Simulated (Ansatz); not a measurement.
C2H6F2OSi (`COC(F)(F)[SiH3]`). Charge 0, multiplicity 1. Geometry: relaxed with PBE0-D4/def2-TZVP. It is one conformer, not always the lowest.

```xyz
12

C     0.948   -1.543   -0.932
O     0.256   -0.303   -0.782
C    -0.082    0.047    0.475
F    -0.862   -0.922    1.055
F     1.031    0.106    1.277
Si   -1.001    1.740    0.468
H     0.337   -2.373   -0.575
H     1.899   -1.522   -0.398
H     1.128   -1.651   -1.999
H    -1.344    2.067    1.872
H    -2.222    1.597   -0.357
H    -0.088    2.757   -0.104
```

Problem. What is the dipole moment at PBE/def2-TZVPP? (Estimate.)

Solution. The calculation gave: 1.09 D, with components (0.21, -0.17, -1.06) D in this frame, pointing from negative to positive charge.

Problem. And with r2SCAN, B3LYP, ωB97M-V? (Best estimate.)

Solution. Computed: r2SCAN 1.12 D, B3LYP 1.13 D, ωB97M-V 1.12 D.

Problem. Give the Mulliken charges with PBE, r2SCAN, B3LYP in def2-TZVPP. (Estimate.)

Solution. Computed: 
```json
{"atom": "C1", "PBE": "-0.18", "r2SCAN": "-0.05", "B3LYP": "-0.17"}
{"atom": "O2", "PBE": "-0.22", "r2SCAN": "-0.29", "B3LYP": "-0.29"}
{"atom": "C3", "PBE": "0.32", "r2SCAN": "0.39", "B3LYP": "0.42"}
{"atom": "F4", "PBE": "-0.17", "r2SCAN": "-0.21", "B3LYP": "-0.22"}
{"atom": "F5", "PBE": "-0.17", "r2SCAN": "-0.21", "B3LYP": "-0.22"}
{"atom": "Si6", "PBE": "0.19", "r2SCAN": "0.28", "B3LYP": "0.26"}
{"atom": "H7", "PBE": "0.11", "r2SCAN": "0.09", "B3LYP": "0.12"}
{"atom": "H8", "PBE": "0.12", "r2SCAN": "0.09", "B3LYP": "0.12"}
{"atom": "H9", "PBE": "0.12", "r2SCAN": "0.07", "B3LYP": "0.12"}
{"atom": "H10", "PBE": "-0.04", "r2SCAN": "-0.05", "B3LYP": "-0.05"}
{"atom": "H11", "PBE": "-0.04", "r2SCAN": "-0.05", "B3LYP": "-0.05"}
{"atom": "H12", "PBE": "-0.04", "r2SCAN": "-0.05", "B3LYP": "-0.05"}
```

B3LYP here is the variant with VWN-RPA as its local correlation; programs differ in this.
